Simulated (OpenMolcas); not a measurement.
A calculation on Os VI.

```
Program             : OpenMolcas 26.06
Method              : RASSCF
Basis               : ANO-RCC-VTZP [8s7p5d3f2g1h]
Scalar Hamiltonian  : DKH2, point nucleus
Active space        : 9 electrons in 8 orbitals (RAS1 5p, at most 2 holes; RAS2 5d)
State averaging     : 2S+1 = 4 even, 10 roots; 2S+1 = 2 even, 40 roots
Spin-orbit coupling : state interaction with AMFI integrals over the reference wave functions, term energies averaged over their components
```

(1) Which level of the active space comes out lowest?

(2) How high does 5d³ ²H_11/2 lie?

(3) How high does 5d³ ⁴P_5/2 lie?

(4) How high does 5d³ ⁴F_7/2 lie?

(5) The level at 30325 cm⁻¹ has J = 3/2. What is it made of, and what is its g factor?

Measured values: the list in Brasseur, Palmeri and Quinet, Atoms 13, 11 (2025).

Answers

(1) 5d³ ⁴F_3/2, with 84 % of that term; it is also the measured ground level.

(2) 36233 cm⁻¹ above the lowest level; measured 32156 cm⁻¹ above the ground level, so the calculation is off by +13 %.

(3) 26973 cm⁻¹ above the lowest level; measured 24828 cm⁻¹ above the ground level, so the calculation is off by +9 %.

(4) 12057 cm⁻¹ above the lowest level; measured 11444 cm⁻¹ above the ground level, so the calculation is off by +5 %.

(5) 47 % 5d³ ²D_3/2(1), 40 % 5d³ ⁴P, 7 % 5d³ ⁴F; g = 1.181, against 0.800 from Landé's formula for the pure leading term.

Without dynamic correlation excited terms often stand tens of per cent too high (terms of higher spin than the ground term too low), and those without a measured partner can miss by more than the paired ones. Active for correlation alone: 5p; no level in the range computed is led by a configuration that opens it, so any true level of that kind is missing. Measured partners are found by configuration, term and J. A level has none where our copy of the source lacks it or the pairing is in doubt (some pairs that miss far off the trend of their configuration count as doubtful), and it then counts in no deviation. Only configurations of the active space appear.

A number in round brackets counts repeated terms of one configuration in the order of the reference energies.
